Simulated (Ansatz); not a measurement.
System: SiHI₂, charge 0, doublet. SiHI2 (SMILES I[SiH]I, doublet).
B3LYP-D3(BJ)/def2-TZVP minimum from Ansatz (an electronic-structure program):
```xyz
4

Si    -0.0195    -1.1868     0.0575
I      2.0493     0.1421     0.0026
I     -2.0435     0.2096     0.0043
H     -0.0339    -2.0245    -1.1732
```
Charge 0, spin multiplicity 2.

Quantity: atomisation energy (electronic, to ground-state atoms), in kcal/mol. UHF or UKS for unpaired electrons; spin-orbit terms are left out. Correlated methods leave the cores frozen (noble-gas shells, and filled d and f shells in the p block). Past Kr the def2 sets carry scalar-relativistic core potentials. CBS(X,Y): correlation extrapolated as X^-3, Hartree-Fock from the larger set. A bracket is a step between two methods taken in the basis named. Where a partner has so few electrons that a lower coupled-cluster level is exact, that level stands in. Spin-orbit terms, left out, reach several kcal/mol for Br and I, and more for heavier atoms.

CCSD(T)/CBS(def2-TZVPP,def2-QZVPP) + [CCSDT(Q) - CCSD(T)]/def2-SVP (Ansatz) gives 204.6 kcal/mol.

Question: How far off this value is PBE/def2-TZVPD (Ansatz), in which direction, and how far these levels: r2SCAN/def2-TZVPD, B3LYP/def2-TZVPD, B2PLYP/def2-TZVPD, CCSD(T)/CBS(def2-TZVPP,def2-QZVPP)?

Answer: PBE gives 208.1 kcal/mol, 3.5 kcal/mol above it. Differences of the others: r2SCAN/def2-TZVPD (Ansatz) 4.9; B3LYP/def2-TZVPD (Ansatz) -7.8; B2PLYP/def2-TZVPD (Ansatz) -7.5; CCSD(T)/CBS(def2-TZVPP,def2-QZVPP) (Ansatz) -0.5 kcal/mol.
